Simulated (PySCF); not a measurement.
Continuum solvent and chemical shifts

Bonds (- single, = double, # triple, : aromatic): C1-C2, C2-C3, C3-N4, N4-C5, C5=O6, C5-C7, C7-C8. C1 carries H9, H10, H11; C2 carries H12, H13; C3 carries H14, H15; N4 carries H16; C7 carries H17, H18; C8 carries H19, H20, H21.

GIAO PBE0/pcSseg-1 in PySCF 2.14.0 with density-fitted response routines on one PBE0-D3(BJ)/def2-SVP conformer, non-relativistic, equivalent nuclei averaged. Solvents enter as an IEF-PCM continuum (benzene with ε = 2.3, methanol with ε = 32.6) around the gas-phase geometry. Shifts are referred to TMS computed in the same medium.

In benzene, δ in ppm: C5 173.7, C3 41.3, C7 30.8, C2 28.2, C1 13.1, C8 10.1, H16 4.65, H14/H15 3.19, H17/H18 1.93, H12/H13 1.23, H19/H20/H21 1.08, H9/H10/H11 0.94. Dipole moment 4.13 D.

**Question.** How does each δ change in the more polar medium?

**Answer.** 
```csv
atoms,environment,"Δδ, methanol"
C5,amide carbonyl carbon,+2.8
C3,sp3 CH2 bonded to N,+0.5
C7,sp3 CH2 α to a carbonyl,+0.4
C2,sp3 CH2,+0.1
C1,methyl carbon,+0.3
C8,methyl carbon,+0.3
H16,hydrogen on an amide-type nitrogen,+0.60
H14/H15,hydrogen on an sp3 CH2 bonded to N,-0.05
H17/H18,hydrogen on an sp3 CH2 α to a carbonyl,+0.20
H12/H13,hydrogen on an sp3 CH2,+0.04
H19/H20/H21,hydrogen on a methyl carbon,-0.06
H9/H10/H11,hydrogen on a methyl carbon,-0.01
```

Changes are relative to benzene. The dipole moment becomes 4.98 D in methanol.

**Question.** Which nuclei move most (in ppm), and what does the model miss?

**Answer.** C5 (amide carbonyl carbon, +2.8 ppm) in methanol. A continuum only polarises the solute; specific hydrogen bonds, the anisotropy of aromatic solvents and changes of geometry or conformer are outside it.
